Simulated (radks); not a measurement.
The numbers below are computed, except where a source is named.
Charge is removed step by step from the 6s up level of the barium ion Ba+, starting from [Xe] 6s(up 1, down 0). Code: a radial shooting solver on a logarithmic mesh with Libxc functionals. Model: scalar-relativistic Kohn-Sham, BLYP, spin-polarised, spherical densities, finite nucleus; Fermi nuclear charge, rms radius 4.8378 fm.

removed (e)  E - E(0) (eV)  eigenvalue (eV)  E minus straight line (eV)
0                    0.000           -7.791                       0.000
0.125                1.010           -8.378                      -0.261
0.25                 2.094           -8.969                      -0.448
0.375                3.253           -9.564                      -0.560
0.5                  4.485          -10.162                      -0.599
0.625                5.793          -10.762                      -0.562
0.75                 7.176          -11.365                      -0.450
0.875                8.634          -11.971                      -0.263
1                   10.168          -12.567                       0.000

Removing the whole electron costs 10.168 eV by Delta-SCF, against 7.791 eV from minus the eigenvalue at the starting occupation. Slater's transition state (half an electron removed) gives 10.162 eV. Integrating minus the eigenvalue over the occupation (Janak's theorem) gives 10.169 eV. In this scalar-relativistic scheme the density is built from large components alone, so the theorem holds only approximately. The mean slope of the eigenvalue, de/dn, is 4.78 eV per electron. Ionisation energy of Ba+ in the NIST Atomic Spectra Database: 10.004 eV (measured).
